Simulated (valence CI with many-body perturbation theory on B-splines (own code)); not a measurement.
## Energy levels of Kr XXII

Method: relativistic CI+MBPT: five valence electrons over a frozen Dirac-Fock core [Ne], a basis of 9 s, 9 p, 8 d, 6 f, 3 g, 1 h functions for each j, with the one-electron correlation potential Σ1 (screened to all orders), the two-electron term Σ2, the three-electron term Σ3, Breit, model QED; selected single and double excitations, second order for the rest, scaled by the run's own slope (own B-spline code, finite nucleus).

No measured levels were compared; by estimate levels of excited configurations hold to 0.05 to 0.15 % of their energy, terms of the ground configuration to about 0.5 %. Among the levels kept, up to 1600 cm⁻¹ of a level comes from second order outside the variational space, and about a tenth of that is noise between levels of different J, which matters for small intervals.

Levels 1 to 35 of 35, with energies above the lowest level, 3s2 3p3 4S°_3/2. "Leading %" is the weight of the configuration and term that name the level; weights of strongly mixed levels are sums over their largest components and can fall short, so below about 35 % the name and the second component can differ from the true leading terms, or belong to a minority configuration. In the jj column 3d3/2^4 stands for four electrons in 3d with j = 3/2. Lifetimes count E1, E2, E3, M1 and M2 decay at the calculated energies, and are blank where another channel may lead or the interval is too uncertain; long ones can be off by a factor of two.

```tsv
No.	Configuration	Term	J	E (cm⁻¹)	Leading %	Lifetime	Leading jj	Second component
1	3s2 3p3	4S°	3/2	0	67		3s^2 3p1/2^2 3p3/2 (76 %)	21 % 3s2 3p3 2P°
2	3s2 3p3	2D°	3/2	78301	63	130 μs	3s^2 3p1/2 3p3/2^2 (79 %)	23 % 3s2 3p3 4S°
3	3s2 3p3	2D°	5/2	107230	97	727 μs	3s^2 3p1/2 3p3/2^2 (97 %)	
4	3s2 3p3	2P°	1/2	153340	97	65.8 μs	3s^2 3p1/2 3p3/2^2 (97 %)	
5	3s2 3p3	2P°	3/2	216930	64	26.4 μs	3s^2 3p3/2^3 (92 %)	25 % 3s2 3p3 2D°
6	3s 3p4	4P	5/2	514170	82	223 ps	3s 3p1/2^2 3p3/2^2 (79 %)	8 % 3s2 3p2 3d 4P
7	3s 3p4	4P	3/2	565400	77	150 ps	3s 3p1/2 3p3/2^3 (55 %)	10 % 3s2 3p2 3d 4P
8	3s 3p4	4P	1/2	577720	76	133 ps	3s 3p1/2^2 3p3/2^2 (48 %)	11 % 3s 3p4 2S
9	3s 3p4	2D	3/2	639640	53	98.5 ps	3s 3p1/2 3p3/2^3 (44 %)	13 % 3s2 3p2 3d 2D
10	3s 3p4	2D	5/2	664680	68	123 ps	3s 3p1/2 3p3/2^3 (70 %)	20 % 3s2 3p2 3d 2D
11	3s2 3p2 3d	4F	3/2	714320	28	128 ps	3s^2 3p1/2^2 3d3/2 (52 %)	21 % 3s2 3p2 3d 2P
12	3s2 3p2 3d	4F	3/2	728580	48	82.5 ps	3s^2 3p1/2 3p3/2 3d3/2 (43 %)	23 % 3s2 3p2 3d 2P
13	3s 3p4	2S	1/2	728850	28	38.6 ps	3s 3p1/2 3p3/2^3 (30 %)	28 % 3s 3p4 2P
14	3s2 3p2 3d	4F	5/2	743140	61	244 ps	3s^2 3p1/2^2 3d5/2 (55 %)	23 % 3s2 3p2 3d 4D
15	3s2 3p2 3d	2F	5/2	773270	68	943 ps	3s^2 3p1/2 3p3/2 3d3/2 (82 %)	20 % 3s2 3p2 3d 4F
16	3s2 3p2 3d	4F	7/2	783070	84	4.58 ns	3s^2 3p1/2 3p3/2 3d5/2 (66 %)	9 % 3s2 3p2 3d 4D
17	3s2 3p2 3d	4D	1/2	786200	65	116 ps	3s^2 3p1/2 3p3/2 3d3/2 (64 %)	19 % 3s 3p4 2S
18	3s2 3p2 3d	2F	7/2	795810	51	7.14 ns	3s^2 3p1/2 3p3/2 3d5/2 (53 %)	40 % 3s2 3p2 3d 4D
19	3s2 3p2 3d	4D	3/2	802560	74	75.1 ps	3s^2 3p1/2 3p3/2 3d3/2 (45 %)	11 % 3s2 3p2 3d 4F
20	3s2 3p2 3d	4F	9/2	813230	78		3s^2 3p1/2 3p3/2 3d5/2 (76 %)	20 % 3s2 3p2 3d 2G
21	3s2 3p2 3d	2P	1/2	823790	24	54.3 ps	3s^2 3p3/2^2 3d5/2 (41 %)	24 % 3s2 3p2 3d 4D
22	3s2 3p2 3d	4D	5/2	824960	52	92.6 ps	3s^2 3p1/2 3p3/2 3d5/2 (62 %)	24 % 3s2 3p2 3d 2F
23	3s2 3p2 3d	2G	7/2	871850	38	316 ps	3s^2 3p3/2^2 3d5/2 (34 %)	32 % 3s2 3p2 3d 4D
24	3s 3p4	2P	3/2	884310	42	6.69 ps	3s^2 3p1/2 3p3/2 3d5/2 (32 %)	30 % 3s2 3p2 3d 2P
25	3s2 3p2 3d	4P	5/2	895660	68	6.51 ps	3s^2 3p1/2 3p3/2 3d5/2 (42 %)	8 % 3s2 3p2 3d 4D
26	3s2 3p2 3d	2G	7/2	898850	46	302 ps	3s^2 3p3/2^2 3d5/2 (63 %)	36 % 3s2 3p2 3d 2F
27	3s2 3p2 3d	4P	3/2	908710	55	6.83 ps	3s^2 3p1/2 3p3/2 3d3/2 (43 %)	21 % 3s2 3p2 3d 2P
28	3s2 3p2 3d	4P	1/2	914880	57	6.09 ps	3s^2 3p1/2 3p3/2 3d3/2 (72 %)	14 % 3s2 3p2 3d 2P
29	3s2 3p2 3d	2G	9/2	920950	78	69.2 μs	3s^2 3p3/2^2 3d5/2 (76 %)	20 % 3s2 3p2 3d 4F
30	3s2 3p2 3d	2D	3/2	933540	68	20.6 ps	3s^2 3p1/2 3p3/2 3d5/2 (46 %)	14 % 3s2 3p2 3d 4P
31	3s2 3p2 3d	2P	1/2	958060	38	6.03 ps	3s^2 3p3/2^2 3d3/2 (45 %)	35 % 3s 3p4 2P
32	3s2 3p2 3d	2D	5/2	965210	70	6.84 ps	3s^2 3p1/2 3p3/2 3d5/2 (37 %)	11 % 3s2 3p2 3d 2F
33	3s2 3p2 3d	2D	3/2	990440	60	5.93 ps	3s^2 3p3/2^2 3d3/2 (54 %)	15 % 3s 3p4 2D
34	3s2 3p2 3d	2P	1/2	993500	75	8.45 ps	3s^2 3p1/2 3p3/2 3d5/2 (72 %)	14 % 3s2 3p2 3d 2S
35	3s2 3p2 3d	2F	5/2	996200	43	6.38 ps	3s^2 3p3/2^2 3d3/2 (30 %)	30 % 3s2 3p2 3d 2D
```

Names give the largest LS component (configuration and term), which can be under half, so a name can repeat, a term be missing and a line seem to break the LS rules; names also repeat where a configuration has a term twice.

The ionisation energy to 3s2 3p2 3P_0 of the next ion comes out as 936.88 eV (NIST: 945 ± 3 eV (semi-empirical), further off than twice its uncertainty). All 35 levels together are meant to be complete up to 996280 cm⁻¹.
